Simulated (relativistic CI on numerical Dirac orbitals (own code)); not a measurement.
Zr³⁺: resonant inelastic scattering at the M2,3 edge

Computed with this model: Dirac-Coulomb-Breit CI, orbitals from a KLI potential per configuration, a model potential for QED, valence Slater integrals scaled by 0.9, Kramers-Heisenberg scattering through one core-hole configuration in a parametric crystal field; configurations [Kr] 4d → [Ne] 3s2 3p5 3d10 4s2 4p6 4d2; 300 K; core-hole width 1.2 eV; summed over polarisations. Incident energies are the highest absorption maxima for each field (at most a few, so the weaker spin-orbit partner edge can be absent), on the computed scale of the free ion. Intensities are in per cent of the strongest line above 0.02 eV; levels within 1 cm⁻¹ are merged; final levels count from the ground level, the first row holds all elastic scattering, lines under 0.4 are left out and each table stops after 24 rows. The scale of the Slater integrals is a model choice and moves the terms in proportion.

Field parameters in Wybourne normalisation: D3d B²₀ = −7Dσ, B⁴₀ = −14Dq − 21Dτ, B⁴₃ = −14√(10/7) Dq; D4h B²₀ = −7Ds, B⁴₀ = 21(Dq − Dt), B⁴₄ = 21√(5/14) Dq; Oh B⁴₀ = 21Dq, B⁴₄ = √(5/14) B⁴₀. The field is a parameter set, without covalency.

S is read from ⟨S²⟩ = S(S + 1).

D3d, 10Dq = 10850, Dσ = 360, Dτ = -280 cm⁻¹:

| Final level (eV) | Degeneracy | Irrep | S | 337.3 eV | 350 eV | 351 eV |
| --- | --- | --- | --- | --- | --- | --- |
| 0.000 | 2 | Γ5+Γ6 | 0.50 | 1334.9 | 140.1 | 187.3 |
| 0.020 | 2 | Γ4 | 0.50 | 77.5 | 30.2 | 33.8 |
| 0.153 | 2 | Γ4 | 0.50 | 100.0 | 18.0 | 17.8 |
| 1.293 | 2 | Γ5+Γ6 | 0.50 | 56.0 | 5.6 | 16.8 |
| 1.311 | 2 | Γ4 | 0.50 | 69.2 | 4.6 | 14.0 |

Oh, 10Dq = 35800 cm⁻¹:

```tsv
Final level (eV)	Degeneracy	Irrep	S	335 eV	335.5 eV	340.1 eV
0.000	4	Γ8	0.50	818.2	706.2	540.4
0.084	2	Γ7	0.50	93.4	64.6	20.3
4.468	4	Γ8	0.50	3.5	3.7	100.0
```

D4h, 10Dq = 22650, Ds = 1520, Dt = 40 cm⁻¹:

| Final level (eV) | Degeneracy | Irrep | S | 336.2 eV | 338.3 eV | 338.8 eV |
| --- | --- | --- | --- | --- | --- | --- |
| 0.000 | 2 | Γ6 | 0.50 | 948.8 | 719.2 | 786.4 |
| 0.053 | 2 | Γ7 | 0.50 | 79.4 | 53.5 | 59.4 |
| 0.572 | 2 | Γ7 | 0.50 | 62.2 | 31.0 | 22.5 |
| 2.601 | 2 | Γ6 | 0.50 | 11.2 | 100.0 | 72.6 |
| 3.380 | 2 | Γ7 | 0.50 | 3.8 | 60.5 | 73.8 |

For the first field the strongest loss at the lowest incident energy is the level at 0.15 eV (S = 0.50, against 0.50 in the thermal ground state).
